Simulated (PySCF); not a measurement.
# Field gradients at the hydrogen positions

Species: C₈H₁₁OP.
Geometry (GFN2-xTB, Å), atoms numbered from 1 in this order:
```xyz
21
C8H11OP angstrom
C     -3.7181    0.4656   -0.1428
C     -3.0278   -0.6571   -0.2359
C     -1.6194   -0.7307   -0.7026
P     -0.4873   -1.1494    0.7461
C     -0.4352    0.4627    1.5597
C      0.7631    1.0445    1.4044
C      1.6572    0.3139    0.5255
O      2.8826    0.8456    0.3069
C      3.7419    0.1257   -0.5430
C      1.1181   -0.8135    0.0071
H     -4.7348    0.4838    0.2101
H     -3.2907    1.4146   -0.4233
H     -3.4709   -1.6002    0.0571
H     -1.4885   -1.5426   -1.4227
H     -1.2863    0.2112   -1.1421
H     -1.2358    0.8361    2.1750
H      1.0777    1.9755    1.8471
H      3.9254   -0.8824   -0.1568
H      3.3270    0.0514   -1.5537
H      4.6772    0.6814   -0.5726
H      1.6157   -1.5191   -0.6343
```

Level: PBE0/pcSseg-1 (PySCF, non-relativistic); Q(2H) = 0.00286 b; rigid geometry, the same for H and D, with no vibrational averaging.

Question: Rank these positions by the coupling χzz of a deuteron there, largest first.
A. H13 (vinylic hydrogen)
B. H21 (hydrogen on carbon)
C. H19 (methyl hydrogen)
D. H15 (methylene hydrogen)
E. H17 (hydrogen on carbon)
F. H11 (vinylic hydrogen)

Answer: B (233 kHz), F (228 kHz), E (224 kHz), A (217 kHz), D (205 kHz), C (196 kHz).

Q: Tabulate Vzz, the asymmetry η and χzz = 234.96 MHz × Q × Vzz for every hydrogen position.

A: 
```json
{"atom": "H11", "bonded to": "C1", "bond length (Å)": "1.076", "Vzz (au)": "0.3395", "η": "0.05", "χzz (kHz)": "228"}
{"atom": "H12", "bonded to": "C1", "bond length (Å)": "1.078", "Vzz (au)": "0.3351", "η": "0.06", "χzz (kHz)": "225"}
{"atom": "H13", "bonded to": "C2", "bond length (Å)": "1.082", "Vzz (au)": "0.3231", "η": "0.06", "χzz (kHz)": "217"}
{"atom": "H14", "bonded to": "C3", "bond length (Å)": "1.093", "Vzz (au)": "0.3047", "η": "0.01", "χzz (kHz)": "205"}
{"atom": "H15", "bonded to": "C3", "bond length (Å)": "1.092", "Vzz (au)": "0.3044", "η": "0.03", "χzz (kHz)": "205"}
{"atom": "H16", "bonded to": "C5", "bond length (Å)": "1.077", "Vzz (au)": "0.3398", "η": "0.04", "χzz (kHz)": "228"}
{"atom": "H17", "bonded to": "C6", "bond length (Å)": "1.078", "Vzz (au)": "0.3333", "η": "0.05", "χzz (kHz)": "224"}
{"atom": "H18", "bonded to": "C9", "bond length (Å)": "1.095", "Vzz (au)": "0.2906", "η": "0.08", "χzz (kHz)": "195"}
{"atom": "H19", "bonded to": "C9", "bond length (Å)": "1.095", "Vzz (au)": "0.2910", "η": "0.08", "χzz (kHz)": "196"}
{"atom": "H20", "bonded to": "C9", "bond length (Å)": "1.088", "Vzz (au)": "0.3050", "η": "0.07", "χzz (kHz)": "205"}
{"atom": "H21", "bonded to": "C10", "bond length (Å)": "1.076", "Vzz (au)": "0.3472", "η": "0.09", "χzz (kHz)": "233"}
```

Q: How does χzz go with the bond length over the 11 C–H bonds?

A: A straight-line fit has a slope of -16.9 kHz for each 0.01 Å, with a correlation coefficient of -0.99, over lengths from 1.076 to 1.095 Å. The longer bonds have the smaller couplings here.

Q: Give the 2H NMR doublet splittings at H16 for a magnetic field along the z, y and x axes of the gradient: 3χ/2, 3χ(1 + η)/4, 3χ(1 − η)/4.

A: With |χ| = 228.3 kHz and η = 0.045: 342, 179 and 164 kHz, to first order and without motion.

One conformer (not necessarily the lowest) at the GFN2-xTB geometry, without solvent, vibrations or thermal averaging. GFN2-xTB bond lengths can be off by several hundredths of an ångström, more for odd bonds, and the gradients follow them. With a basis this small, the couplings can be 20 % off.

The run behind these numbers computed NMR shieldings as well. On an Arm Neoverse V1 with one thread, no GPU, on a shared host, this took 47 s.
